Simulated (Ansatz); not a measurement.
Geometry optimisation, RKS B3LYP-D4/def2-SVP in Ansatz.

input.yaml

```yaml
crystal:
  periodic: [false, false, false]
  atoms:
    - { symbol: C, position_ang: [-1.17203, 1.31299, -0.56316] }
    - { symbol: Si, position_ang: [-0.16488, 0.03799, 0.18012] }
    - { symbol: C, position_ang: [0.71609, -1.17132, 1.04207] }
    - { symbol: O, position_ang: [1.87186, -1.92874, 0.51337] }
    - { symbol: H, position_ang: [-2.23203, 1.05268, -0.7256] }
    - { symbol: H, position_ang: [-1.11492, 2.30615, -0.08576] }
    - { symbol: H, position_ang: [2.1543, -2.57966, 1.15608] }
total_charge: -1
basis:
  gaussian: { orbitals: def2-SVP }
hamiltonian:
  xc: b3lyp
  dispersion: d4
relax:
  f_tol: 0.015
  max_steps: 40
```

Command:

```bash
$ ansatz run input.yaml --threads 1 --pin off --max-ram 2048MiB --backend cpu --events-out ev --progress --plain --runs-dir out
```

Task: Where does it end, and by what steps?

Result: It converged. Limits of this set-up: an anion without diffuse functions. After 20 steps the energy has fallen by 0.736 eV; Si2 moved furthest, 1.11 Å.

| step | energy less start (eV) | largest force component (eV/Å) | accepted |
| --- | --- | --- | --- |
| 0 | 0.0000 | 1.268 | yes |
| 1 | -0.1796 | 0.743 | yes |
| 2 | -0.1036 | 2.446 | no |
| 3 | -0.2508 | 0.674 | yes |
| 4 | -0.3132 | 0.681 | yes |
| 5 | -0.3734 | 1.099 | yes |
| 6 | -0.3885 | 2.013 | yes |
| 7 | -0.5153 | 1.049 | yes |
| 8 | -0.5967 | 0.514 | yes |
| 9 | -0.6525 | 0.293 | yes |
| 10 | -0.6872 | 0.520 | yes |
| 11 | -0.6382 | 1.457 | no |
| 12 | -0.7059 | 0.232 | yes |
| 13 | -0.7216 | 0.198 | yes |
| 14 | -0.7232 | 0.571 | yes |
| 15 | -0.7324 | 0.315 | yes |
| 16 | -0.7339 | 0.224 | yes |
| 17 | -0.7350 | 0.082 | yes |
| 18 | -0.7356 | 0.048 | yes |
| 19 | -0.7358 | 0.023 | yes |
| 20 | -0.7359 | 0.010 | yes |

```xyz
7
Properties=species:S:1:pos:R:3
C -1.096 1.033 -0.273
Si -0.821 -0.711 -0.322
C 0.480 -1.187 0.944
O 1.720 -1.480 0.492
H -1.920 1.478 -0.852
H -0.516 1.775 0.297
H 2.210 -1.878 1.231
```

Whether the end is a true minimum wasn't checked by a vibrational analysis.

The run took 53 s on 1 thread of Arm Neoverse V1, with other jobs on the host, peak memory 0.14 GiB.
